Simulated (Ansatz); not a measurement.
Ideal-gas functions of CH$_{2}$ClI, SMILES `ClCI` at 600 K and 1 bar, from an Ansatz frequency run at PBE0-D4/def2-TZVP.

Molar mass 176.38 g/mol, point group Cs (symmetry number 1), electronic degeneracy 1, moments of inertia 17.955, 315.306, 330.012 u Å². Harmonic wavenumbers (cm⁻¹, unscaled): 196, 552, 761, 800, 1136, 1211, 1439, 3138, 3222.

Use S(trans) = R[1.5 ln M + 2.5 ln T − 1.1517]; rotational temperatures θ = 24.2544 K / I; S(rot) = R[ln(√π/σ · √(T³/θAθBθC)) + 1.5]; for each mode x = 1.438777 ν̃/T, S = R[x/(eˣ − 1) − ln(1 − e⁻ˣ)] and H = RT x/(eˣ − 1); 1 cm⁻¹ = 0.0119627 kJ/mol; R = 8.31446 J/(mol·K).

**Question.** By hand: the entropy, in J/(mol·K).

**Answer.** Translation 187.9. Rotation: θ = 1.3508, 0.0769, 0.0735 K, giving 117.3. Vibration, mode by mode: 14.67, 6.56, 4.38, 4.07, 2.15, 1.87, 1.21, 0.04, 0.03, in all 35.0. Electronic 0.0. Sum 340.2 J/(mol·K).

**Question.** By hand: H − E and G − E in kJ/mol, counted from the electronic energy.

**Answer.** Zero-point energy ½ × 12455 × 0.0119627 = 74.5; thermal vibration 12.1; translation, rotation and pV give 4 RT = 20.0. H − E = 106.6 kJ/mol, and G − E = 106.6 − 600 × 340.2/1000 = -97.5 kJ/mol.

Vibration gives 10 % of the entropy.
